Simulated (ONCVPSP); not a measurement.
# Ranking ONCV potentials for Cu (Z = 29)

All share these settings but for the change named:

* Element: copper (Cu)
* Generator: ONCVPSP 4.0.1
* Type: optimised norm-conserving Vanderbilt (ONCV)
* Functional: LDA (Perdew-Wang 92)
* Relativity: scalar-relativistic
* Frozen core: [Ne]
* Valence charge: 19
* Reference configuration: 3s2 3p6 3d9 4s2
* Partial waves: 3s+4s: rc 1.15 bohr, ncon 3, nbas 7, qcut 10.7 1/bohr, 2 projectors; 3p: rc 0.75 bohr, ncon 3, nbas 6, qcut 10.6 1/bohr, 2 projectors, debl 3.4 Ha; 3d: rc 0.70 bohr, ncon 4, nbas 7, qcut 12.8 1/bohr, local
* Local potential: the d channel
* Core correction: none

Cutoff: the first of the cutoffs (Ha) at which the residual kinetic energy of the hardest occupied pseudo-wave falls to 1 and 0.1 mHa per electron; the density cutoff is not measured.

The base gives 349 Ha.

Of 9 variants that were run, those that failed, showed a ghost or another fault, or gave nearly equal values are left out.

A variant can come out equal or close to the base.

Rank these variants from softest to hardest (loose cutoff).
A. d: qcut 15
B. d: qcut 19.5
C. d: qcut 16.4

B (162 Ha), C (193 Ha), A (310 Ha).
